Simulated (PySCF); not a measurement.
## BeCl at UHF-MP2

Computed with UHF-MP2; PySCF, no relativity, basis sets Be def2-SVP, Cl def2-SVP.

For BeCl, the state is ²Σ⁺ (doublet), unpaired electrons σ ↑ and the bond length is 1.844 Å. The harmonic wavenumber is 821 cm⁻¹, the force constant is 2.85 mdyn/Å and the rotational constant Be is 0.6921 cm⁻¹. The anharmonicity ωexe is 4.01 cm⁻¹. The vibration–rotation constant αe is 0.00564 cm⁻¹. The well depth De to Be + Cl is 3.90 eV. The dissociation energy D0 is 3.85 eV.

Correlated steps freeze 5 core orbitals. Correlated levels converge slowly with the basis: in double zeta they bind strong bonds too weakly, by up to about 1 eV, and carry superposition errors of some tenths. The state was picked by a PBE0 search and need not be the measured ground state.
